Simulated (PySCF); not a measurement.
**Arsenic: a sound run and one with changed settings**

Sound run: As [Ar] 3d10 4s2 4p3, As+ [Ar] 3d10 4s2 4p2. Computed with PySCF 2.14 in jorge-DZP-DKH (8s6p2d1f, 43 functions), with the spin-free X2C one-electron Hamiltonian (Gaussian nucleus). In the sound run the correlated levels freeze [Ar] 3d10. The sound run starts from symmetry-adapted Hartree-Fock orbitals and uses a fine grid where one is needed.

A second run was set up differently.

| species | method | sound run (hartree) | changed run (hartree) | converged |
| --- | --- | --- | --- | --- |
| As | MP2 | -2258.91863 | -2259.48396 | yes |
| As+ | MP2 | -2258.57238 | -2259.13693 | yes |

Ionisation energy of As:

```tsv
method	sound run (eV)	changed run (eV)
UHF	9.438	9.438
MP2	9.422	9.443
SCS-MP2	9.362	9.369
```

Question: What was changed?
A. all electrons correlated in a valence basis
B. level shift left on
C. a valence shell is frozen
D. minimal basis

Answer: A. A valence basis has no tight correlating functions, so it recovers only part of the core correlation, and not evenly between atom and ion.
